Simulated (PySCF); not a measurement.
Run record: geometry optimisation, `C/C(F)=C/[SiH2]Br`.

Computed with PBE0-D3(BJ)/def2-SVP geometry optimisation, gas phase (PySCF 2.14.0). Start geometry: GFN2-xTB. The command runs a driver script over a list of jobs; the input below is this job's line of settings and its coordinates in Å.

Command:
```bash
OMP_NUM_THREADS=1 python probes_run.py task.json out
```

Input:
```
{"job": {"xc": "PBE0", "basis": "def2-SVP", "d3": "d3bj", "grid": 1, "shake": 0.01, "kind": "geom"}, "charge": 0, "multiplicity": 1}
C     -2.113800    -0.258550     0.046760
C     -0.699390    -0.146870    -0.311720
F     -0.486310    -0.393160    -1.634970
C      0.375400     0.138720     0.463260
Si     2.088050     0.189360    -0.211520
Br     3.344670     0.709220     1.560440
H     -2.274850    -0.033800     1.098480
H     -2.687400     0.489390    -0.554700
H     -2.510600    -1.223140    -0.176310
H      0.144610     0.328500     1.520110
H      2.287950     1.269990    -1.149440
H      2.571340    -1.097940    -0.659420
```

Output:
```
step   0  E = -3080.23479452  max force = 0.032370
step   1  E = -3080.23930147  max force = 0.004320
step   2  E = -3080.23946768  max force = 0.002848
step   3  E = -3080.23953255  max force = 0.002213
step   4  E = -3080.23958292  max force = 0.001201
step   5  E = -3080.23961025  max force = 0.000491
step   6  E = -3080.23962927  max force = 0.000694
step   7  E = -3080.23965211  max force = 0.000887
step   8  E = -3080.23966319  max force = 0.000353
optimisation converged
```

Energies in Eh; «max force» is the largest Cartesian gradient component in Eh/bohr.

Task: Give the first gradient maximum in eV/Å.

Result: With 1 Eh/bohr = 51.422 eV/Å, 1.665 eV/Å.

In short: final energy -3080.23966 Eh after 8 steps; dipole 2.97 D.

Task: Give the final coordinates.

Result: 0.054 Å rms from the input after alignment:
```
atom  x, y, z in Å
C1    -2.1336   -0.0884   -0.1528
C2    -0.6660   -0.0616   -0.3618
F3    -0.3407   -0.1836   -1.6618
C4     0.3182    0.0606    0.5321
Si5    2.1066    0.0668    0.0254
Br6    3.3156    0.4114    1.8715
H7    -2.3814    0.0164    0.9100
H8    -2.6107    0.7277   -0.7183
H9    -2.5524   -1.0348   -0.5305
H10    0.0423    0.1544    1.5851
H11    2.4256    1.1633   -0.9311
H12    2.5389   -1.2354   -0.5556
```

On an Arm Neoverse V1 with one thread, no GPU, shared host with 32 logical CPUs at a one-minute load of 42, this took 83 s and 0.53 GiB of memory at its peak.
Labels such as C1 count atoms from 1, the log's own numbers from 0.
